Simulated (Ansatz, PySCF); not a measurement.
C₃H₄BrF, SMILES F[C@@H]1C[C@H]1Br. Atoms are numbered in the order given.

```xyz
9

F     -1.5074     2.2072     0.6888
C     -1.1380     1.1379    -0.0516
C     -1.7499    -0.1870     0.2560
C     -0.3163     0.0928     0.6099
Br     1.1083    -0.7563    -0.3309
H     -0.9244     1.3988    -1.0933
H     -2.4514    -0.2378     1.0934
H     -1.9662    -0.8575    -0.5795
H     -0.0770     0.2474     1.6645
```
Charge 0, spin multiplicity 1.

Geometry optimised at PBE0-D3(BJ)/def2-SVP.

Two levels are set side by side: PBE-D3(BJ)/def2-SVP (Ansatz, an electronic-structure program) and PBE0-D3(BJ)/def2-SVP (Ansatz). Each level has its own optimised geometry; the coordinates shown are those of the second. Frequencies come from the Hessian of PySCF at each geometry. Differences are taken from unrounded values.

```json
[
 {"quantity": "mean bond length (Å)", "PBE0-D3(BJ)": "1.346", "PBE-D3(BJ)": "1.357", "PBE-D3(BJ) minus PBE0-D3(BJ)": "0.012"},
 {"quantity": "bond F1–C2 (Å)", "PBE0-D3(BJ)": "1.352", "PBE-D3(BJ)": "1.367", "PBE-D3(BJ) minus PBE0-D3(BJ)": "0.015"},
 {"quantity": "bond C2–C3 (Å)", "PBE0-D3(BJ)": "1.491", "PBE-D3(BJ)": "1.505", "PBE-D3(BJ) minus PBE0-D3(BJ)": "0.013"},
 {"quantity": "bond C2–C4 (Å)", "PBE0-D3(BJ)": "1.485", "PBE-D3(BJ)": "1.496", "PBE-D3(BJ) minus PBE0-D3(BJ)": "0.011"},
 {"quantity": "bond C3–C4 (Å)", "PBE0-D3(BJ)": "1.503", "PBE-D3(BJ)": "1.514", "PBE-D3(BJ) minus PBE0-D3(BJ)": "0.011"},
 {"quantity": "bond C4–Br5 (Å)", "PBE0-D3(BJ)": "1.907", "PBE-D3(BJ)": "1.927", "PBE-D3(BJ) minus PBE0-D3(BJ)": "0.020"},
 {"quantity": "bond C2–H6 (Å)", "PBE0-D3(BJ)": "1.095", "PBE-D3(BJ)": "1.104", "PBE-D3(BJ) minus PBE0-D3(BJ)": "0.009"},
 {"quantity": "bond C3–H7 (Å)", "PBE0-D3(BJ)": "1.094", "PBE-D3(BJ)": "1.102", "PBE-D3(BJ) minus PBE0-D3(BJ)": "0.008"},
 {"quantity": "bond C3–H8 (Å)", "PBE0-D3(BJ)": "1.093", "PBE-D3(BJ)": "1.101", "PBE-D3(BJ) minus PBE0-D3(BJ)": "0.008"},
 {"quantity": "bond C4–H9 (Å)", "PBE0-D3(BJ)": "1.092", "PBE-D3(BJ)": "1.101", "PBE-D3(BJ) minus PBE0-D3(BJ)": "0.008"},
 {"quantity": "highest harmonic wavenumber (cm⁻¹)", "PBE0-D3(BJ)": "3264", "PBE-D3(BJ)": "3170", "PBE-D3(BJ) minus PBE0-D3(BJ)": "-94"},
 {"quantity": "mean harmonic wavenumber (cm⁻¹)", "PBE0-D3(BJ)": "1344", "PBE-D3(BJ)": "1292", "PBE-D3(BJ) minus PBE0-D3(BJ)": "-52"},
 {"quantity": "zero-point energy (kcal/mol)", "PBE0-D3(BJ)": "40.34", "PBE-D3(BJ)": "38.79", "PBE-D3(BJ) minus PBE0-D3(BJ)": "-1.55"}
]
```

GGA bonds tend to be longer and softer than those of functionals with exact exchange. Differences between two approximate levels are no errors against the true value.
